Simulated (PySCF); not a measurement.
## Relaxation of singlet MgBr2

These are results of PySCF, PBE0, basis Mg def2-TZVP, Br def2-TZVP (no relativity, density fitting), not measurements. A (50,194) grid was used.

A hand-made linear start, of D∞h symmetry, held to at least that symmetry:

Coordinates in bohr (charge 0 multiplicity 1):
```
Mg    0.0000    0.0000    0.0000
Br    0.0000    0.0000    4.7810
Br    0.0000    0.0000   -4.7810
```

At each step, columns x, y, z (Å) and Fx, Fy, Fz (eV/Å):

```
step 0  E − E(last) = 37.29 kJ/mol
Mg   0.000   0.000   0.000   0.000   0.000   0.000
Br   0.000   0.000   2.530   0.000   0.000  -1.634
Br   0.000   0.000  -2.530   0.000   0.000   1.634
step 1  E − E(last) = 11.74 kJ/mol
Mg   0.000   0.000   0.000   0.000   0.000   0.000
Br   0.000   0.000   2.432   0.000   0.000  -1.022
Br   0.000   0.000  -2.432   0.000   0.000   1.022
step 2  E − E(last) = 0.90 kJ/mol
Mg   0.000   0.000   0.000   0.000   0.000   0.000
Br   0.000   0.000   2.292   0.000   0.000   0.338
Br   0.000   0.000  -2.292   0.000   0.000  -0.338
step 3  E − E(last) = 0.04 kJ/mol
Mg   0.000   0.000   0.000   0.000   0.000   0.000
Br   0.000   0.000   2.326   0.000   0.000  -0.069
Br   0.000   0.000  -2.326   0.000   0.000   0.069
step 4  E − E(last) = 0.00 kJ/mol
Mg   0.000   0.000   0.000   0.000   0.000   0.000
Br   0.000   0.000   2.320   0.000   0.000  -0.005
Br   0.000   0.000  -2.320   0.000   0.000   0.005
step 5  E − E(last) = 0.00 kJ/mol
Mg   0.000   0.000   0.000   0.000   0.000   0.000
Br   0.000   0.000   2.320   0.000   0.000   0.000
Br   0.000   0.000  -2.320   0.000   0.000   0.000
```

It ends at D∞h with Mg–Br 2.321 Å (×2); Br–Mg–Br 180.0° (after a last refinement on a finer grid). A frequency run shows a minimum.
